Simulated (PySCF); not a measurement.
## Assignment exercise: C4H10F2Si2

Numbering as in the mapped SMILES `[CH3:1][SiH2:2]/[C:3](=[CH:4]/[SiH3:5])[CH:6]([F:7])[F:8]`. Hydrogens are named by the atom that carries them.

Level of theory: PBE0/pcSseg-1 with gauge-including orbitals, coordinates at the GFN2-xTB level, in PySCF 2.14.0 with density-fitted response routines (gas phase, relativity neglected, a single conformation, equivalent nuclei averaged).

δ = σ(ref) − σ, references computed at the same level: $^{13}$C (σ = 186.93 ppm) and $^{1}$H (σ = 31.72 ppm) vs TMS.

(1) Assign these signals to the numbered atoms. $^{13}$C{$^{1}$H} NMR (computed): δ 171.7 (C), 151.7 (CH), 122.2 (CH), -3.9 (CH3).

(2) Assign these signals to the numbered atoms. $^{1}$H NMR (600 MHz, computed): δ 7.33 (m, 1H), 6.71 (m, 1H), 4.45 (q, 2H), 4.12 (d, 3H), 0.43 (t, 3H).

Answers

(1) 
| δ (ppm) | atoms | environment | reason |
| --- | --- | --- | --- |
| 171.7 | C3 | fully substituted alkene carbon | – |
| 151.7 | C4 | alkene CH | the olefinic region |
| 122.2 | C6 | allylic sp3 CH bonded to 2 F | 2 electronegative neighbours deshield it |
| -3.9 | C1 | methyl carbon bonded to Si | an electropositive neighbour leaves it electron-rich and shielded |

(2) 
| δ (ppm) | atoms | environment | reason |
| --- | --- | --- | --- |
| 7.33 | H(C4) | hydrogen on an alkene CH | attached to an sp2 carbon and in the plane of the double bond |
| 6.71 | H(C6) | hydrogen on an allylic sp3 CH bonded to 2 F | its carbon carries F, hence the downfield position |
| 4.45 | H(Si2) | hydrogen on a silicon bonded to 2 C | – |
| 4.12 | H(Si5) | hydrogen on a silicon bonded to C | – |
| 0.43 | H(C1) | hydrogen on a methyl carbon bonded to Si | an electropositive neighbour shields it, as in TMS itself |

Splittings by $^{19}$F in the carbon and heteronuclear signals aren't shown, as no couplings were computed. Shifts are as computed. Against solution values, carbons near 30 ppm lie about +3 ppm off and those near 130 ppm about +5 ppm. Of 1211 compounds with measured shifts, 218 miss one by over three times the rms of a fit or turn the order of signals round; such compounds aren't used in these exercises. No couplings were computed; multiplicities are counted from neighbouring protons, with m where these are inequivalent, close in shift, in a saturated or five-membered ring or joined by F or P, and br s for small geminal =CH2 splittings.
